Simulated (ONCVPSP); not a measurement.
## Configuration tests for tin (Sn) (ONCV)

- Element: Sn (Z = 50)
- Generator: ONCVPSP 4.0.1
- Type: optimised norm-conserving Vanderbilt (ONCV)
- Functional: PBE
- Relativity: fully relativistic
- Frozen core: [Ar] 3d10
- Valence charge: 22
- Reference configuration: 4s2 4p6 4d10 5s2 5p1.5 (charge +0.5)
- Partial waves: 4s+5s: rc 1.10 bohr, ncon 4, nbas 7, qcut 9.1 1/bohr, 2 projectors; 4p+5p: rc 1.25 bohr, ncon 4, nbas 8, qcut 9.4 1/bohr, 2 projectors; 4d: rc 1.45 bohr, ncon 4, nbas 9, qcut 11.9 1/bohr, 1 projector; f scattering state at 0.16 Ha: rc 1.35 bohr, ncon 5, nbas 9, qcut 8.2 1/bohr, 2 projectors, debl 0.4 Ha
- Local potential: polynomial inside 0.70 bohr (lpopt 5, dvloc0 6 Ha)
- Core correction: none

Open shells are filled in proportion to 2j + 1.

Energies are relative to the spin-unpolarised reference configuration 4s2 4p6 4d10 5s2 5p1.5; without spin polarisation the order of configurations can differ from experiment.

```
valence configuration  charge  ΔE all-electron (eV)  error AE − PS (meV)
 4s2 4p6 4d10 5s2 5p2       0                -2.622                 -0.2
 4s2 4p6 4d10 5s2 5p0      +2                18.237                 +0.6
 4s2 4p5 4d10 5s2 5p2      +1                95.087                  -29
```

Q: What are ΔE and the potential's error for 4s2 4p6 4d10 5s2 5p1?

A: ΔE = 4.266 eV all-electron; the error (AE − PS) is +0.2 meV.

Levels in the configuration 4s2 4p6 4d10 5s2 5p2:

```json
{"level": "4s j=1/2", "all-electron (eV)": "-133.824", "pseudo (eV)": "-133.824"}
{"level": "4p j=3/2", "all-electron (eV)": "-87.306", "pseudo (eV)": "-87.306"}
{"level": "4p j=1/2", "all-electron (eV)": "-94.874", "pseudo (eV)": "-94.873"}
{"level": "4d j=5/2", "all-electron (eV)": "-25.403", "pseudo (eV)": "-25.403"}
{"level": "4d j=3/2", "all-electron (eV)": "-26.444", "pseudo (eV)": "-26.444"}
{"level": "5s j=1/2", "all-electron (eV)": "-10.541", "pseudo (eV)": "-10.541"}
{"level": "5p j=3/2", "all-electron (eV)": "-3.557", "pseudo (eV)": "-3.557"}
{"level": "5p j=1/2", "all-electron (eV)": "-4.001", "pseudo (eV)": "-4.000"}
```

Note: no bound ghost flagged; GHOST(+) flagged for s at 122.6 eV.
